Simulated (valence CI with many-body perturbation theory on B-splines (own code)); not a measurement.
Values are calculated unless marked as measured or tabulated.
**Fe XX: magnetic and hyperfine properties of the levels**

Level of theory: configuration interaction combined with many-body perturbation theory (CI+MBPT): five valence electrons over a frozen Dirac-Fock core [He], a basis of 9 s, 9 p, 8 d, 6 f, 3 g, 1 h functions for each j, with the one-electron correlation potential Σ1, the two-electron term Σ2, the three-electron term Σ3, Breit, model QED; selected CI, second order for the rest (own B-spline code, finite nucleus).

No measured spectrum was set against this ion. As an estimate, levels of excited configurations hold to 0.05 to 0.15 % of their energy, terms of the ground configuration to about 0.5 %. Among the levels kept, up to 2100 cm⁻¹ of a level comes from second order outside the variational space, and about a tenth of that is noise between levels of different J, which matters for small intervals.

A/g_I is the dipole constant over the nuclear g factor μ/I (μ in nuclear magnetons, uniformly magnetised nucleus), B/Q the quadrupole constant per barn. Both hold the static response of the core; the bare values leave it out. Large factors of s and p1/2 electrons are usually good to 5 to 10 %; those of open d and f shells near neutrality can be off by tens of per cent, and small factors of p3/2, d and f electrons come from cancelling terms and can be off by a factor of two or in sign, in half-filled shells by more. B is blank for J = 1/2, where it vanishes, and for nearly pure S terms. Energies count from the lowest level.

Names give the largest LS component (configuration and term), which can be under half, so a name can repeat, a term be missing and a line seem to break the LS rules; names also repeat where a configuration has a term twice. Letters in brackets count levels of one name in rising energy.

```csv
Level,E (eV),g,A/g_I (MHz),A/g_I bare,B/Q (MHz/b),B/Q bare
2s²2p³ ⁴S°_3/2,0.00,1.906,5370,9390,5810,5840
2s²2p³ ²D°_3/2,17.22,0.985,23600,23800,49600,49800
2s²2p³ ²D°_5/2,21.87,1.196,51100,51900,-409,-411
2s²2p³ ²P°_1/2,32.32,0.661,146000,144000,,
2s²2p³ ²P°_3/2,40.13,1.234,29200,30400,-56000,-56200
2s2p⁴ ⁴P_5/2,93.35,1.586,115000,115000,46800,47000
2s2p⁴ ⁴P_3/2,101.76,1.718,93700,94500,-40000,-40200
2s2p⁴ ⁴P_1/2,104.48,2.632,240000,240000,,
2s2p⁴ ²D_3/2,129.33,0.837,-31600,-29200,-64600,-64900
2s2p⁴ ²D_5/2,131.28,1.208,138000,136000,-97000,-97500
2s2p⁴ ²S_1/2,148.30,1.696,307000,299000,,
2s2p⁴ ²P_3/2,154.15,1.302,1450,4980,44200,44400
2s2p⁴ ²P_1/2,166.25,0.999,229000,221000,,
2p⁵ ²P°_3/2,242.43,1.330,24200,26900,-48800,-49000
2p⁵ ²P°_1/2,255.78,0.661,147000,143000,,
2s²2p²3s ⁴P_1/2,887.39,2.345,107000,106000,,
2s²2p²3s ⁴P_3/2,895.64,1.707,34000,35100,36600,36700
2s²2p²3s ²P_1/2,899.35,0.999,-26800,-24500,,
2s²2p²3s ⁴P_5/2,900.87,1.518,62400,63300,-22300,-22400
2s²2p²3s ²P_3/2,904.71,1.171,43000,44900,-11400,-11400
2s²2p²3p ⁴D°_1/2,912.34,0.749,39100,38900,,
2s²2p²3s ²D_5/2,917.61,1.277,56900,56800,73300,73600
2s²2p²3p ⁴D°_3/2 [a],917.82,1.323,8200,8960,15900,16000
2s²2p²3s ²D_3/2,918.86,0.979,18200,19600,36200,36400
2s²2p²3p ²S°_1/2,920.13,1.401,-13500,-10600,,
2s²2p²3p ⁴D°_3/2 [b],923.72,1.273,34400,35600,-14500,-14600
2s²2p²3p ⁴D°_5/2,925.02,1.382,9960,11300,31800,31900
2s²2p²3p ⁴P°_1/2,926.56,2.261,-34200,-30200,,
2s²2p²3p ⁴P°_5/2,927.35,1.360,37300,38600,685,706
2s²2p²3p ²D°_3/2 [a],928.96,1.162,37400,37500,-26400,-26600
2s²2p²3p ⁴D°_7/2,930.21,1.376,30100,31300,-12000,-12000
2s²2p²3p ⁴S°_3/2,933.21,1.811,34800,37200,6220,6250
2s²2p²3s ²S_1/2,934.02,1.987,124000,122000,,
2s²2p²3p ²P°_3/2 [a],936.02,1.327,20800,22600,16000,16100
2s²2p²3p ²D°_5/2 [a],936.68,1.241,36900,37800,3220,3230
2s²2p²3p ²P°_1/2 [a],939.29,0.850,83300,83000,,
2s²2p²3p ²F°_5/2,945.83,1.083,35200,35500,44000,44200
2s²2p²3d ⁴F_3/2,947.05,0.662,8540,7910,-626,-588
2s2p³3s ⁶S°_5/2,947.23,1.953,115000,116000,,
2s²2p²3p ²F°_7/2,947.67,1.191,26800,27200,90300,90700
```

Task: Take the isotope of mass number 57, with I = 1/2, μ = 0.09064 μN. What is the hyperfine structure of 2s²2p³ ²D°_5/2?

Result: From the table A = 9260 MHz. Shifts from the centre of gravity in MHz: F = 2: -16200, F = 3: 11600.
